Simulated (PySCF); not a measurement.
## Basis and Hamiltonian dependence of the excitation energy of P²⁺

P²⁺ [Ne] 3s2 3p1 (2P) → P²⁺ [Ne] 3s1 3p2, s spin flipped. All values are computed (PySCF 2.14, energy differences of UHF-based or UKS calculations, no spin-orbit coupling). Values in eV.

```
                                                               basis       Hamiltonian  functions     UHF  r2SCAN    PBE0  MP2 (valence)
                                                      aug-cc-pVDZ-DK     spin-free X2C         27  11.451   9.954  10.096         10.676
                                                         def2-QZVPPD  non-relativistic         76  11.322   9.804   9.960         10.461
                                                     aug-cc-pV(Q+d)Z  non-relativistic         89  11.324   9.810   9.967         10.462
aug-cc-pCVTZ-DK with one added diffuse shell each of s, p, d, f type     spin-free X2C         91  11.425   9.905  10.065         10.581
                                                         dyall-acv3z     spin-free X2C        113  11.422   9.902  10.062         10.576
                                                         dyall-acv3z  non-relativistic        113  11.323   9.803   9.960         10.476
                                                     aug-cc-pV(5+d)Z  non-relativistic        136  11.322   9.803   9.957         10.455
```

Estimate the row for def2-TZVPPD (non-relativistic, 48 functions).

From the rows with the same Hamiltonian and similar size; the calculation gives UHF 11.33; r2SCAN 9.80; PBE0 9.96; MP2 (valence) 10.47 (eV).

Frozen in the all-electron rows: valence: [Ne].

In the upper determinant the s electron has its spin opposite to the other open shell, which mixes two multiplicities.
